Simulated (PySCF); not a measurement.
Computed shifts of a molecule CH₁₀Si₄, HF/pcSseg-1 in PySCF, GIAO, gas phase, atoms alike by connectivity averaged where their shifts nearly agree, in ppm (number of nuclei): ²⁹Si: -47.4 (1), -55.8 (1), -84.4 (1), -88.7 (1). ¹³C: -10.2 (1). ¹H: 4.62 (1), 4.53 (1), 4.27 (1), 3.73 (1), 3.67 (3), 3.63 (1), 0.47 (1), 0.00 (1). References: ²⁹Si against TMS (σ = 393.8 ppm); ¹³C against TMS (σ = 192.6 ppm); ¹H against TMS (σ = 31.99 ppm), references at their B3LYP-D3(BJ)/def2-TZVP geometries, non-relativistic. Geometry: ωB97X-D3(BJ)/def2-SVP. The values are those of a single conformer.

### Question
Pick the molecule that these values belong to.
A) [SiH3][Si@@H]1C[SiH2][SiH2]1
B) C1[SiH2][SiH2][SiH2][SiH2]1
C) [SiH3][SiH]1[SiH2]C[SiH2]1
D) [SiH3]C1[SiH2][SiH2][SiH2]1

### Answer
A, [SiH3][Si@@H]1C[SiH2][SiH2]1
